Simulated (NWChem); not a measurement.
The numbers come from NWChem runs, not from measurements. System: I (-1), charge -1, spin multiplicity 1. Level: MP2/def2-SVPD with def2 effective core potentials on I, 4 core orbitals frozen.

Input file:

```
start mol
memory heap 200 mb stack 900 mb global 1100 mb
charge -1
geometry units angstroms nocenter noautoz
  I      0.000000     0.000000     0.000000
  symmetry group D2h
end
basis spherical
  * library def2-svpd
end
ecp
  I library def2-ecp
end
scf
  rhf
  nopen 0
  maxiter 100
  thresh 1e-7
  semidirect memsize 60000000 filesize 0
end
mp2
  freeze core 4
end
task mp2 energy
```

Output (cleaned and shortened):

```
             Northwest Computational Chemistry Package (NWChem) 7.3.0
             --------------------------------------------------------

                                NWChem Input Module
                                -------------------

 Scaling coordinates for geometry "geometry" by  1.889725989
 (inverse scale =  0.529177249)

                             Geometry "geometry" -> ""
                             -------------------------

 Output coordinates in angstroms (scale by  1.889725989 to convert to a.u.)

  No.       Tag          Charge          X              Y              Z
 ---- ---------------- ---------- -------------- -------------- --------------
    1 I                   53.0000     0.00000000     0.00000000     0.00000000

 Effective nuclear repulsion energy (a.u.)       0.0000000000

            Nuclear Dipole moment (a.u.)
            ----------------------------
        X                 Y               Z
 ---------------- ---------------- ----------------
     0.0000000000     0.0000000000     0.0000000000

      Symmetry information
      --------------------

 Group name             D2h
 Group number             26
 Group order               8
 No. of unique centers     1

      Symmetry unique atoms

     1


 Summary of "ao basis" -> "" (spherical)
 ------------------------------------------------------------------------------
       Tag                 Description            Shells   Functions and Types
 ---------------- ------------------------------  ------  ---------------------
 *                         def2-svpd                  on all atoms

 Summary of "ao basis" -> "ao basis" (spherical)
 ------------------------------------------------------------------------------
       Tag                 Description            Shells   Functions and Types
 ---------------- ------------------------------  ------  ---------------------
 I                         def2-svpd                13       35   5s5p3d

                                 NWChem SCF Module
                                 -----------------

  ao basis        = "ao basis"
  functions       =    35
  atoms           =     1
  closed shells   =    13
  open shells     =     0
  charge          =  -1.00
  wavefunction    = RHF
  use symmetry    = T
  symmetry adapt  = T

 Summary of "ao basis" -> "ao basis" (spherical)
 ------------------------------------------------------------------------------
       Tag                 Description            Shells   Functions and Types
 ---------------- ------------------------------  ------  ---------------------
 I                         def2-svpd                13       35   5s5p3d

      Symmetry analysis of basis
      --------------------------

        ag         11
        au          0
        b1g         3
        b1u         5
        b2g         3
        b2u         5
        b3g         3
        b3u         5

 Forming initial guess at       0.0s

      Superposition of Atomic Density Guess
      -------------------------------------

 Sum of atomic energies:        -347.12665273

 Renormalizing density from      25.00 to     26

      Non-variational initial energy
      ------------------------------

 Total energy =    -299.175410
 1-e energy   =    -538.013930
 2-e energy   =     238.838520
 HOMO         =       0.047794
 LUMO         =       0.257377

      Symmetry analysis of molecular orbitals - initial
      -------------------------------------------------

 !! scf_movecs_sym_adapt:   30 vectors were symmetry contaminated
[...]
    12      0.551395  1 I  px                15      0.543120  1 I  px
     9     -0.230287  1 I  px                 6     -0.188153  1 I  px

 Vector   13  Occ=2.000000D+00  E=-1.262382D-01  Symmetry=b2u
              MO Center=  5.3D-36, -1.5D-19, -1.5D-35, r^2= 2.4D+00
   Bfn.  Coefficient  Atom+Function         Bfn.  Coefficient  Atom+Function
  ----- ------------  ---------------      ----- ------------  ---------------
    13      0.551395  1 I  py                16      0.543120  1 I  py
    10     -0.230287  1 I  py                 7     -0.188153  1 I  py

 Vector   14  Occ=0.000000D+00  E= 2.412393D-01  Symmetry=b1u
              MO Center= -3.2D-36,  2.9D-36, -3.4D-21, r^2= 1.4D+01
   Bfn.  Coefficient  Atom+Function         Bfn.  Coefficient  Atom+Function
  ----- ------------  ---------------      ----- ------------  ---------------
    20      1.230932  1 I  pz                17     -0.660934  1 I  pz

 Vector   15  Occ=0.000000D+00  E= 2.412393D-01  Symmetry=b2u
              MO Center= -8.4D-34, -5.4D-16, -9.5D-33, r^2= 1.4D+01
   Bfn.  Coefficient  Atom+Function         Bfn.  Coefficient  Atom+Function
  ----- ------------  ---------------      ----- ------------  ---------------
    19      1.230932  1 I  py                16     -0.660934  1 I  py

 Vector   16  Occ=0.000000D+00  E= 2.412393D-01  Symmetry=b3u
              MO Center= -5.9D-21,  2.7D-36,  1.0D-35, r^2= 1.4D+01
   Bfn.  Coefficient  Atom+Function         Bfn.  Coefficient  Atom+Function
  ----- ------------  ---------------      ----- ------------  ---------------
    18      1.230932  1 I  px                15     -0.660934  1 I  px

 center of mass
 --------------
 x =   0.00000000 y =   0.00000000 z =   0.00000000

 moments of inertia (a.u.)
 ------------------
           0.000000000000           0.000000000000           0.000000000000
           0.000000000000           0.000000000000           0.000000000000
           0.000000000000           0.000000000000           0.000000000000

  Mulliken analysis of the total density
  --------------------------------------

    Atom       Charge   Shell Charges
 -----------   ------   -------------------------------------------------------
    1 I   25    26.00   1.83  0.22  1.17  0.72  0.06  2.93  3.12  2.51  3.03  0.40  9.82  0.18 -0.00

       Multipole analysis of the density wrt the origin
       ------------------------------------------------

     L   x y z        total         open         nuclear
     -   - - -        -----         ----         -------
     0   0 0 0     -1.000000      0.000000     25.000000

     1   1 0 0      0.000000      0.000000      0.000000
     1   0 1 0      0.000000      0.000000      0.000000
     1   0 0 1     -0.000000      0.000000      0.000000

     2   2 0 0    -25.479424      0.000000      0.000000
     2   1 1 0     -0.000000      0.000000      0.000000
     2   1 0 1     -0.000000      0.000000      0.000000
     2   0 2 0    -25.479424      0.000000      0.000000
     2   0 1 1      0.000000      0.000000      0.000000
     2   0 0 2    -25.479424      0.000000      0.000000

                   NWChem MP2 Semi-direct Energy/Gradient Module
                   ---------------------------------------------

  Basis functions       =     35
  Molecular orbitals    =     35
  Frozen core           =      4
  Frozen virtuals       =      0
  Active alpha occupied =      9
  Active beta occupied  =      9
  Active alpha virtual  =     22
  Active beta virtual   =     22
  Use MO symmetry       = T
  Use skeleton AO sym   = T

  AO/Fock/Back tols     =   1.0D-09  1.0D-09  1.0D-09

 GA uses MA = F    GA memory limited = T

 Available:
  local mem=  1.26D+08
 global mem=  1.44D+08
 local disk=  0.00D+00
  mp2_memr nvloc                    22
  nvloc new                    22
   1 passes of   9:        2097152                       7548                    426265.
   1 passes of   9: M    126150888           G      144176750           F     124053736.

 Semi-direct pass number   1 of   1  for RHF alpha+beta  at        0.2s
  vrange nnbf                   630
  mp2_eaftype                    10  avail_ma_in_mb                  1099
 EAF : mp2_eaftype filesize          10     213132.
  mp2_eaf for mointskh                     10
Node 0 wrote      1.0 Mb in      0.0 s     Agg I/O rate:  1520.5 Mb/s
 Done moints_semi at        0.4s
  mp2_eaftype                    10  avail_ma_in_mb                  1089
 EAF : mp2_eaftype filesize          10     213132.
  mp2_eaf for kh                    10
 Done maket at        0.4s
 Done multipass loop at        0.4s

          -------------------------------------------
          SCF energy                -296.738615391496
          Correlation energy          -0.131536135268
          Singlet pairs               -0.070444853091
          Triplet pairs               -0.061091282177
          Total MP2 energy          -296.870151526765
          -------------------------------------------

          ---------------------------------------------------
                    Spin Component Scaled (SCS) MP2
          Same spin pairs                     -0.040727521451
          Same spin scaling factor             0.333333333333
          Opposite spin pairs                 -0.090808613817
          Opposite spin scaling fact.          1.200000000000
          SCS-MP2 correlation energy          -0.122546177064
          Total SCS-MP2 energy              -296.861161568560
          ---------------------------------------------------

 -----------------------
 Performance information
 -----------------------

 Timer overhead =  1.54D-07 seconds/call

               Nr. of calls         CPU time (s)                 Wall time (s)                GFlops
             ---------------    -------------------     ------------------------------   -------------------
Name         Min   Avg   Max    Min     Avg     Max     Min     Avg     Max   Mx/calls   Min     Max     Sum
mp2: moin     1     1     1   0.22    0.22    0.22     0.22    0.22    0.22    0.22      0.0     0.0     0.0
mp2: make     1     1     1   7.70E-3 7.70E-3 7.70E-3  7.70E-3 7.70E-3 7.70E-3 7.70E-3   0.0     0.0     0.0
mp2: tota     1     1     1   0.25    0.25    0.25     0.25    0.25    0.25    0.25      0.0     0.0     0.0

 The average no. of pstat calls per process was 3.00D+00
 with a timing overhead of 4.63D-07s

 Task  times  cpu:        0.4s     wall:        0.4s

 Total times  cpu:        0.4s     wall:        0.4s
```
